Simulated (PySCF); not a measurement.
**Potential energy of ErO along the bond**

Set-up: PySCF, spin-free X2C with a Gaussian nucleus, basis sets Er x2c-SVPall, O x2c-SVPall. Energies in eV from Er (4f12 6s2) + O in their ground configurations at the same level. All curves are PBE0. state 1: quintet, about 11.1 electrons in the 4f shell (Mulliken), real f orbitals that mix terms; state 2: Ms = 1 determinant of mixed spin, about 11.2 electrons in the 4f shell (Mulliken), real f orbitals that mix terms, a second solution, started from another occupation; state 3: Ms = 1 determinant of mixed spin, about 11.7 electrons in the 4f shell (Mulliken), real f orbitals that mix terms, a second solution, started from another occupation.

```
R (Å)  state 1  state 2  state 3
1.537   -3.591   -3.588   -1.917
1.608   -4.608   -4.563   -2.939
1.680   -5.177   -5.104   -3.568
1.733   -5.380   -5.291   -3.839
1.787   -5.435   -5.335   -3.978
1.841   -5.373   -5.267   -4.012
1.912   -5.155   -5.044   -3.934
2.001   -4.730   -4.622   -3.702
2.109   -4.086   -3.997   -3.327
2.252   -3.151   -3.126   -2.823
```

Task: Put a parabola through the three lowest points of the state 1 curve and estimate Re, k and ωe (reduced mass 14.59 u; 1 eV/Å² = 0.16022 mdyn/Å; ωe = 1302.8·√(k/μ) cm⁻¹).

Result: Through R = 1.733, 1.787, 1.841 Å the second-order coefficient is 20.1 eV/Å², so Re ≈ 1.785 Å, k ≈ 6.43 mdyn/Å and ωe ≈ 865 cm⁻¹. A polynomial fit of higher order to the unrounded PBE0 energies gives Re = 1.783 Å, k = 6.56 mdyn/Å, ωe = 873 cm⁻¹; anharmonicity and rounding make the difference.

The higher-order fit for each curve: state 1: Re = 1.783 Å, ωe = 873 cm⁻¹, De = 5.43 eV; state 2: Re = 1.779 Å, ωe = 869 cm⁻¹, minimum 5.34 eV below the ground-state fragments; state 3: Re = 1.834 Å, ωe = 739 cm⁻¹, minimum 4.01 eV below the ground-state fragments.

⟨S²⟩ of the unrestricted solution departs from its pure value on part of the curve, where spin states mix. These are scalar-relativistic numbers at best; spin–orbit coupling would shift them, the dissociation energy most. With d or f electrons several states lie close, and the lowest PBE0 determinant need not be the measured ground state.
